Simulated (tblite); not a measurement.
Species: SnCl4.
Bonds: Cl1–Sn2, Sn2–Cl3, Sn2–Cl4, Sn2–Cl5.

Computed with GFN2-xTB (tblite), gas phase: L-BFGS steps from a force-field or distance-geometry start until the largest atomic force falls under 0.01 eV/Å.

Step 0: E = -556.7618 eV
```
atom  x, y, z in Å  |  force x, y, z in eV/Å
Cl1     0.3839   -1.7804   -1.4685   -0.049   0.169   0.093
Sn2     0.0004    0.0068   -0.0028    0.058  -0.044   0.113
Cl3    -0.7184    1.9152   -1.1492    0.063  -0.146   0.055
Cl4     2.0327    0.4825    1.0947   -0.298  -0.056  -0.114
Cl5    -1.6899   -0.6212    1.5085    0.225   0.078  -0.147
```

**Question.** Estimate the geometry and energy of step 1. (The exact step hangs on the optimiser's Hessian estimate; all steps are aligned on step 0, rigid shifts and turns removed.)

**Answer.** E = -556.7654 eV, largest force 0.280 eV/Å
```
atom  x, y, z in Å  |  force x, y, z in eV/Å
Cl1     0.3832   -1.7780   -1.4672   -0.045   0.156   0.084
Sn2     0.0012    0.0062   -0.0012    0.041  -0.032   0.078
Cl3    -0.7176    1.9131   -1.1484    0.062  -0.144   0.054
Cl4     2.0284    0.4816    1.0931   -0.260  -0.048  -0.093
Cl5    -1.6867   -0.6201    1.5064    0.202   0.069  -0.124
```

The energy changes by -0.0036 eV. The first-order estimate −F·Δx gives -0.0038 eV and the mean of the old and new forces, exact on a quadratic surface, -0.0036 eV. The step makes an angle of 1° with the force vector and moves no atom by more than 0.005 Å.

The cost below is that of the whole relaxation. The run took under 0.1 s wall on an Intel Xeon Platinum 8375C at 2.90 GHz with one thread, shared host with 96 logical CPUs at a one-minute load of 6.1.
